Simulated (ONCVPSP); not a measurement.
# Ni: variants of one ONCV potential

Base potential:

ONCVPSP 4.0.1 input, shortened (lines: element, Z, core and valence counts, functional; n l f; lmax; l rc ep ncon nbas qcut; lloc lpopt rc5 dvloc0; l nproj debl; icmod fcfact rcfact), PBE, scalar-relativistic:

```
  Ni 28.00    3    4        4      upf
    1    0    2.00
    2    0    2.00
    2    1    6.00
    3    0    2.00
    3    1    6.00
    3    2    8.00
    4    0    1.00
    2
    0    1.15    0.00    4    7   11.20
    1    0.85    0.00    4    8   10.10
    2    1.60    0.00    4    8   11.20
    4    5    0.85    4.00
    0    2    2.60
    1    1    0.90
    2    1    3.70
    0    0.00    0.00
```

All-electron outer shells of the reference configuration (PBE, scalar-relativistic, ld1.x):

| shell | level (eV) | outermost node (bohr) | outermost maximum (bohr) |
| --- | --- | --- | --- |
| 2p | -853.66 | – | 0.16 |
| 3s | -120.17 | 0.30 | 0.64 |
| 3p | -80.51 | 0.27 | 0.65 |
| 3d | -17.92 | – | 0.63 |
| 4s | -13.18 | 0.92 | 2.13 |

Cutoffs, loose and tight: the cutoffs (Ha) at which the residual kinetic energy of the hardest occupied pseudo-wave falls to 1 and 0.1 mHa per electron. They do not see the model core or the augmentation charge, which bear on the density cutoff. Test errors are all-electron minus pseudo excitation energies from the reference, over the configurations 3s2 3p6 3d8 4s2; 3s2 3p6 3d8 4s0; 3s2 3p6 3d7 4s0; 3s2 3p6 3d8 4s0 4p2. A dash means not determined; rows that change the core or the reference have their own tests.

```tsv
change	outcome	cutoff, loose	cutoff, tight	bound ghosts	GHOST(+) flags above zero	largest test error (meV)
base	generated	45 Ha	166 Ha	none	none	+47
local potential polynomial inside 0.85 bohr (lpopt 5, dvloc0 -2 Ha)	generated	45 Ha	166 Ha	none	none	+32
local potential polynomial inside 0.85 bohr (lpopt 5, dvloc0 1 Ha)	generated	45 Ha	166 Ha	none	none	+10
local potential polynomial inside 0.85 bohr (lpopt 5, dvloc0 2.5 Ha)	generated	45 Ha	166 Ha	none	none	-40
local potential polynomial inside 0.85 bohr (lpopt 5, dvloc0 4.5 Ha)	generated	45 Ha	166 Ha	none	none	+35
local potential polynomial inside 0.85 bohr (lpopt 5, dvloc0 5.5 Ha)	generated	45 Ha	166 Ha	none	none	+23
local potential polynomial inside 0.85 bohr (lpopt 5, dvloc0 8 Ha)	generated	45 Ha	166 Ha	none	none	+8.7
local potential polynomial inside 0.85 bohr (lpopt 5, dvloc0 9 Ha)	generated	45 Ha	166 Ha	none	none	+5.0
```

(1) What comes out with this change to the base: local potential polynomial inside 0.85 bohr (lpopt 5, dvloc0 0 Ha)?

## Answers

(1) outcome: generated; cutoff, loose: 45 Ha; cutoff, tight: 166 Ha; bound ghosts: none; GHOST(+) flags above zero: none; largest test error (meV): +20.

Reading the sweep of the dvloc0 (base included, trends over the rows without a ghost): The loose cutoff stays near 45 Ha. The median size of the test errors (rows with all tests solved) stays near 2.1 meV.
